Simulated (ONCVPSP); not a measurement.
PBE ONCV dataset for Mo, fully relativistic all-electron reference.

| Quantity | Value |
| --- | --- |
| Element | molybdenum |
| Generator | ONCVPSP 4.0.1 |
| Type | optimised norm-conserving Vanderbilt (ONCV) |
| Functional | PBE |
| Relativity | fully relativistic |
| Frozen core | [Ar] 3d10 |
| Valence charge | 14 |
| Reference configuration | 4s2 4p6 4d6 |
| Partial waves | 4s: rc 1.10 bohr, ncon 4, nbas 8, qcut 4.7 1/bohr, 1 projector; 4p: rc 1.90 bohr, ncon 4, nbas 8, qcut 6.6 1/bohr, 2 projectors, debl 3.4 Ha; 4d: rc 1.70 bohr, ncon 4, nbas 8, qcut 5 1/bohr, 2 projectors, debl 3.9 Ha |
| Local potential | polynomial inside 1.10 bohr (lpopt 5, dvloc0 0 Ha) |
| Core correction | none |

Open shells are filled in proportion to 2j + 1.

All-electron outer shells of the reference configuration (PBE, scalar-relativistic, ld1.x):

| shell | level (eV) | outermost node (bohr) | outermost maximum (bohr) |
| --- | --- | --- | --- |
| 4s | -62.21 | 0.51 | 0.99 |
| 4p | -36.45 | 0.52 | 1.08 |
| 4d | -2.31 | 0.53 | 1.40 |

Question: Does the generator finish with these settings?

Answer: Yes, a potential is produced and its reference levels are reproduced.

Question: Estimate the cutoffs (Ha) at which the residual kinetic energy of the hardest occupied pseudo-wave falls to 1 and 0.1 mHa per electron.

Answer: 137 Ha and 159 Ha.

Question: Does the potential have ghost states?

Answer: No bound ghost flagged; GHOST(+) flagged for s at 2.59 eV.

Question: Which valence shell sets the plane-wave cutoff?

Answer: 4s: 137 Ha for 1 mHa per electron, against 44 Ha for 4d.

Its largest configuration-test error is -0.1 meV (4s2 4p6 4d5). 3 of 4 tests not solved or not reliable.
